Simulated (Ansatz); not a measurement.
`C[C]1=[N][AlH]1`, relaxed with RKS PBE-D4/def2-SVP in the Gaussian-basis code of Ansatz from a rough embedded geometry. The force threshold is 0.03 eV/Å; the program also tests the step.

Charge 0, multiplicity 1.

Start:

```xyz
8

C    -0.815    0.292   -0.863
C     0.359    0.159   -0.054
N     1.653    0.521    0.153
Al    1.109   -0.483    1.385
H    -1.517    1.047   -0.497
H    -0.593    0.532   -1.945
H    -1.392   -0.681   -0.892
H     1.196   -1.387    2.712
```

Problem. By how much does the energy fall, and how many steps does the optimiser take? (Estimate.)

Solution. Computed: 111.93 kJ/mol, in 16 steps, 1 of them rejected.

Problem. Which bonds change most? (Best estimate.)

Solution. Computed: N3–Al4 from 1.680 to 2.128 Å; C2–Al4 from 1.746 to 2.007 Å; C2–N3 from 1.360 to 1.233 Å; C1–C2 from 1.432 to 1.489 Å.

Problem. Give the relaxed structure. (Best estimate.)

Solution. Computed: 
```xyz
8

C    -0.831    0.347   -0.961
C     0.273    0.034   -0.013
N     1.497    0.094    0.126
Al    0.521   -0.759    1.814
H    -1.562    1.026   -0.479
H    -0.419    0.821   -1.876
H    -1.372   -0.582   -1.229
H     1.893   -0.980    2.617
```
